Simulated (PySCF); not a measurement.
Computed properties of GeOCl2, SMILES [O]=[Ge]([Cl])[Cl]

GeOCl2, SMILES [Ge]([Cl])(=[O])[Cl]. Geometry: PBE0-D3(BJ)/def2-SVP. One conformer was computed; it need not be the lowest. All values are computed for the isolated molecule unless a solvent is named; none is compared with measurement here.

**Structure.** The optimised structure has C2v symmetry. All 6 harmonic modes at PBE0-D3(BJ)/def2-SVP (PySCF) are real, so it is a minimum. With heavy atoms numbered as in [Ge:1](=[O:2])([Cl:3])[Cl:4], the shortest bond between them is Ge1–O2 at 1.623 Å and the longest Ge1–Cl3 at 2.121 Å.

**Vibrations.** The strongest infrared lines (harmonic, unscaled, degenerate partners summed) lie at 463 cm⁻¹ (105 km/mol, Cl 60 %, Ge 40 %), 1013 cm⁻¹ (51 km/mol, O 80 %, Ge 19 %), 212 cm⁻¹ (37 km/mol, O 70 %, Cl 18 %, Ge 11 %). The softest mode is at 157 cm⁻¹ and the zero-point energy is 3.5 kcal/mol.

**Electronic structure.** r2SCAN/def2-TZVPD (PySCF) places the frontier levels at -7.67 and -3.67 eV, a gap of 4.00 eV, and gives a dipole moment of 2.55 D and a mean polarisability of 61.1 bohr³. PBE/def2-TZVPD (PySCF) at the same geometry gives -7.35 and -3.87 eV, so its gap is 0.52 eV narrower. An orbital gap is neither the optical nor the fundamental gap.

**Excitations.** TDA-B3LYP/def2-SVPD (PySCF) has S1 at 4.07 eV (305 nm, f = 0.025, weak); the most intense of the 10 singlets computed lies at 6.22 eV (f = 0.04). T1 (TDA) is at 3.53 eV, 0.54 eV under S1. TDA-PBE/def2-SVPD (PySCF) puts S1 at 3.71 eV. No vertical singlet excitation falls in the visible range (under 3.1 eV).
